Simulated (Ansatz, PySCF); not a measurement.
Base molecule (SMILES): CN (CH5N) [methanamine]. Structures are relaxed separately at B3LYP-D3(BJ)/def2-TZVP in Ansatz (a first-principles code), one conformer each, not searched for the lowest. Correlated levels leave the core frozen unless marked. Open shells are spin-unrestricted. Spin-orbit coupling is left out. Non-relativistic. Basis-set limits of correlation are two-point, X^-3; Hartree-Fock from the larger set. [CCSD(T)-MP2]/basis is that difference in the basis named. Rows marked 298 K are enthalpies with B3LYP-D3(BJ) harmonic zero-point and thermal terms from PySCF.

Levels, all with Ansatz: PBE/def2-TZVPD, and a column headed coupled cluster (CCSD(T) or an MP2 limit with a CCSD(T) correction), which has limits of its own: C-N bond dissociation enthalpy, 298 K at RI-MP2/CBS(aug-cc-pVTZ,aug-cc-pVQZ)+[CCSD(T)-MP2]/aug-cc-pVTZ; H-N bond dissociation enthalpy, 298 K at RI-MP2/CBS(cc-pVTZ,cc-pVQZ)+[CCSD(T)-MP2]/cc-pVTZ; proton affinity at N, 298 K at RI-MP2/CBS(cc-pVTZ,cc-pVQZ)+[CCSD(T)-MP2]/cc-pVTZ.

```
property of the base                                                             coupled cluster    PBE
-------------------------------------------------------------------------------  ---------------  -----
C-N bond dissociation enthalpy, 298 K (to [CH3] (CH3) + [NH2] (NH2)) (kcal/mol)             84.5   85.0
H-N bond dissociation enthalpy, 298 K (to C[NH] + H atom) (kcal/mol)                       100.3   95.0
proton affinity at N, 298 K (to C[NH3+]) (kcal/mol)                                        215.3  213.1
```

**Question.** What happens with H on N replaced by CH3, giving CNC [N-methylmethanamine]? Give the coupled-cluster values, and the shifts at both levels.

**Answer.** C-N bond dissociation enthalpy, 298 K (to [CH3] (CH3) + C[NH]) 81.5 kcal/mol (-3.0; PBE -5.8); H-N bond dissociation enthalpy, 298 K (to C[N]C + H atom) 94.8 kcal/mol (-5.5; PBE -6.7); proton affinity at N, 298 K (to C[NH2+]C) 222.6 kcal/mol (+7.3; PBE +6.4).

**Question.** What happens with H on C replaced by CH3, giving CCN [ethanamine]? Give the coupled-cluster values, and the shifts at both levels.

**Answer.** C-N bond dissociation enthalpy, 298 K (to [CH2]C + [NH2] (NH2)) 85.3 kcal/mol (+0.8; PBE -1.4); H-N bond dissociation enthalpy, 298 K (to CC[NH] + H atom) 101.1 kcal/mol (+0.8; PBE +0.8); proton affinity at N, 298 K (to CC[NH3+]) 218.4 kcal/mol (+3.1; PBE +3.6).
